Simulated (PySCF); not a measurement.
Calculation: PySCF with PBE0-D3(BJ)/def2-TZVP // PBE0-D3(BJ)/def2-SVP. Gas-phase values, no solvent. Excitations are Tamm–Dancoff values on a coarser integration grid. The basis has no diffuse functions, so Rydberg states are missing or too high.

Reference species (SMILES): `[GeH3][GeH2][GeH3]` (neutral, multiplicity 1).

```
Quantity                                        Value
-------------------------------------------  --------
S1 oscillator strength                          0.451
brightest of the four lowest singlets (TDA)   6.99 eV
HOMO                                         -7.83 eV
```

Changed species: `[GeH3][GeH3]` (n = 2; the reference has n = 3).

Q: Predict the effect on the S1 oscillator strength, brightest of the four lowest singlets (TDA) and HOMO.

A: the S1 oscillator strength drops by 0.420, to 0.031; the brightest of the four lowest singlets (TDA) increases by 0.89 eV, to 7.88 eV; the HOMO drops by 0.37 eV, to -8.20 eV.
